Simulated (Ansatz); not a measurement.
# Strength of the C–C bond: C6H12O → C4H9 + C2H3O

Gas-phase species: C6H12O `CCC(C)C(C)=O`, singlet; C4H9 (2-butyl radical) `C[CH]CC`, doublet; C2H3O (acetyl radical) `C[C]=O`, doublet. The bond broken is the one whose loss leaves C4H9 `C[CH]CC`, relaxed to its own shape; its unpaired electron may spread away from that site.

Shapes, held fixed at every level: PBE0-D4/def2-TZVP. Flexible molecules stand in one conformer, not always the lowest. Programs: Ansatz 0.2.0. Electronic energies: no zero-point or thermal term.

```json
{"level": "HF/def2-TZVPP", "kind": "Hartree–Fock", "ΔE (kJ/mol)": "+240.9", "less CCSD(T)/CBS estimate": "-124.0"}
{"level": "PBE-D4/def2-TZVPP", "kind": "GGA", "ΔE (kJ/mol)": "+341.1", "less CCSD(T)/CBS estimate": "-23.8"}
{"level": "BHLYP-D4/def2-TZVPP", "kind": "global hybrid", "ΔE (kJ/mol)": "+333.5", "less CCSD(T)/CBS estimate": "-31.4"}
{"level": "wB97X-V/def2-TZVPP", "kind": "range-separated hybrid", "ΔE (kJ/mol)": "+357.0", "less CCSD(T)/CBS estimate": "-7.9"}
{"level": "B2PLYP/def2-TZVPP", "kind": "double hybrid", "ΔE (kJ/mol)": "+332.5", "less CCSD(T)/CBS estimate": "-32.4"}
{"level": "CCSD(T)/def2-SVP", "kind": "coupled cluster or CI", "ΔE (kJ/mol)": "+358.4", "less CCSD(T)/CBS estimate": "-6.5"}
{"level": "CCSD(T)/def2-TZVPP", "kind": "coupled cluster or CI", "ΔE (kJ/mol)": "+358.1", "less CCSD(T)/CBS estimate": "-6.8"}
{"level": "CCSD(T)/CBS estimate", "kind": "coupled cluster or CI", "ΔE (kJ/mol)": "+364.9", "less CCSD(T)/CBS estimate": "0.0"}
```

The highest level, CCSD(T)/CBS estimate, gives ΔE = +364.9 kJ/mol; the levels span +240.9 to +364.9. The column of differences is taken from that level and isn't an error. Hartree–Fock misses the correlation of the pair that is broken and comes out low. No measured value is set beside it here. Open shells run unrestricted. The CBS estimate extrapolates MP2 from def2-TZVPP and def2-QZVPP and adds CCSD(T) − MP2 in the triple-zeta set, cores frozen. CCSD(T)/CBS estimate lies outside the range of the other correlated levels here, so it shouldn't be taken on trust.
